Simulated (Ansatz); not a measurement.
# Two-coordinate energy map

NaZnNH (SMILES [NH-][Zn][Na]) (charge -1), singlet, PBE0-D4/def2-TZVPD minimum:

```json
{"atom": "N1", "x (Å)": "-1.2549", "y (Å)": "0.4998", "z (Å)": "-0.7350"}
{"atom": "Zn2", "x (Å)": "0.2620", "y (Å)": "-0.1702", "z (Å)": "-0.0144"}
{"atom": "Na3", "x (Å)": "2.7289", "y (Å)": "-1.4070", "z (Å)": "0.7831"}
{"atom": "H4", "x (Å)": "-1.7360", "y (Å)": "1.0775", "z (Å)": "-0.0337"}
```

Rows set the bond length N1–H4 (Å; 1.028 at the minimum), columns the angle Zn2–N1–H4 (°; 109.2), set in this order; the parts move rigidly, in a bend the first-named atom's side turns in the plane, and in a torsion the whole end group turns. CCSD(T) energies count from the value at that structure, in kJ/mol. Computed with Ansatz 0.2.0 (basis: def2-TZVPPD); correlated methods freeze the cores. The 3s and 3p shells of Cu and Zn are frozen; filled d shells are correlated. The outer core shell of Li, Na, Mg and K is correlated. The def2 sets are not built for correlating such inner shells, so the correlated values are less sure here.

```csv
N1–H4 \ Zn2–N1–H4,91.2,97.2,103.2,109.2,115.2,121.2,127.2
0.925,40.6,33.9,29.4,26.7,25.7,26.1,27.8
0.955,25.4,19.2,15.0,12.8,12.1,12.9,14.9
0.999,12.7,7.2,3.7,2.0,1.9,3.2,5.6
1.051,9.0,4.4,1.7,?,–,–,–
```

Q: Fill in the withheld cells. (An estimate is asked for; the value comes from the calculation.)

A: The calculation gives: (1.051, 109.2): 0.7 kJ/mol. These count from the CCSD(T) energy at the PBE0-D4 minimum.

The same grid for a cheaper method: HF − CCSD(T), both counted from the minimum, in kJ/mol:
| N1–H4 \ Zn2–N1–H4 | 91.2 | 97.2 | 103.2 | 109.2 | 115.2 | 121.2 | 127.2 |
| --- | --- | --- | --- | --- | --- | --- | --- |
| 0.925 | -2.8 | -5.0 | -6.7 | -8.1 | -9.2 | -10.1 | -10.9 |
| 0.955 | -0.6 | -2.8 | -4.5 | -5.8 | -6.9 | -7.8 | -8.5 |
| 0.999 | 2.6 | 0.6 | -1.1 | -2.4 | -3.4 | -4.2 | -4.9 |
| 1.051 | 6.5 | 4.6 | 3.1 | 1.9 | – | – | – |

T1 diagnostic: at most 0.029. The restricted Hartree–Fock reference is unstable towards an unrestricted one here.

For scale, one of the runs: CCSD(T)/def2-TZVPPD, 156 basis functions, launched by `ansatz run in.yaml --threads 2 --pin off --events-out ev --progress --plain --max-ram 4352MiB`. Hardware: 2 CPU threads of an AMD EPYC 7R43, shared host. Wall time 110 s; peak host memory 1.2 GiB.
